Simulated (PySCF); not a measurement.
**From a computed spectrum to the compound**

A species of 3 atoms with charge 2 has these harmonic modes (PBE0, small Gaussian bases with core potentials, PySCF 2.14.0):

```csv
cm⁻¹,km/mol,symmetry
686,26.6,a1
1884,3.7,a1
1887,19.8,b2
```

Q: Which species is it, and in which structure?

A: [CeH2]2+ (singlet):
```xyz
3

Ce    0.0000    0.0000   -0.0140
H     1.5792    0.0000    0.9716
H    -1.5792    0.0000    0.9716
```
Ideal gas at 298.15 K and 1 bar: S = 232.3 J/(mol K), Cp = 37.0 J/(mol K), H − H(0 K) = 10.2 kJ/mol (rigid rotor, harmonic modes, spin degeneracy alone). 
 The answer isn't unique; the calculation gave this one.
